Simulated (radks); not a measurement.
Q: Spherical quantum dot in the effective-mass picture: electrons in a parabolic well V = omega^2 r^2 / 2 with omega = 0.118, with a point charge +1 (a donor) at the centre, all in effective atomic units (hartree* = m*/eps^2 hartree, bohr* = eps/m* bohr), one dielectric constant everywhere. Calculated with a radial shooting solver with Libxc functionals: non-relativistic Kohn-Sham, PBEsol, spin-polarised, spherical densities. Levels are named by radial order and angular momentum (1s, 1p, 1d, 2s, ...), and open shells are averaged over m. Results are scaled to m* = 0.035 and eps = 4.3, for which hartree* = 51.51 meV and bohr* = 6.501 nm. At N = 19 the configuration is 1s2 1p6 1d(up 5, down 4) 2s2. Does electron 20 go into 1f down or 1d down or 1f up?

A: Into 1d down. The total energies of the other choices lie higher by 2.00 meV (1f up), 2.15 meV (1f down).
